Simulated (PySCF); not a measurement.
Species: B₂FH₃S.
Bonds: B1–S2, S2–B3, B3–F4. Hydrogens: H5, H6 on B1; H7 on B3.

Theory: PBE0-D3(BJ)/def2-SVP geometry optimisation, gas phase in PySCF 2.14.0.

(1) List the bond lengths, angles and torsions at this level.

Results:

(1) 
| bond | length (pm) |
| --- | --- |
| B1–S2 | 179.1 |
| S2–B3 | 182.4 |
| B3–F4 | 131.5 |
| B1–H5, B1–H6 | 120.4 |
| B3–H7 | 120.5 |

Bonds in one row agree within 1 pm and their mean is given. A selection of angles:
| angle | degrees |
| --- | --- |
| S2–B1–H5 | 120.6 |
| S2–B1–H6 | 116.6 |
| H5–B1–H6 | 122.8 |
| B1–S2–B3 | 100.7 |
| S2–B3–F4 | 117.7 |
| S2–B3–H7 | 122.5 |
| F4–B3–H7 | 119.8 |

Dihedral angles: B1–S2–B3–F4 178° (antiperiplanar).

B3 (three-coordinate boron) is planar (angles 122.5°, 119.8° and 117.7°, sum 360.0°, 0.00 Å off the plane of its three neighbours). B1 (three-coordinate boron) is planar (angles 122.8°, 120.6° and 116.6°, sum 360.0°, 0.00 Å off the plane of its three neighbours). Of the pairs four or more bonds apart, H5···H7 is among the closest relative to their van der Waals radii: 2.44 Å, 102 % of the sum of Bondi's values. The 4 heavy atoms lie in one plane (0.014 Å rms). The 2 B–S bonds span 1.791 Å (B1–S2, drawn single) to 1.824 Å (S2–B3, drawn single), a spread of 0.033 Å.

PBE0-D3(BJ)/def2-SVP frequencies: not computed here. One conformer, not necessarily the lowest (H–B1–S2–B3 1° and -179°, B1–S2–B3–F4 178°).
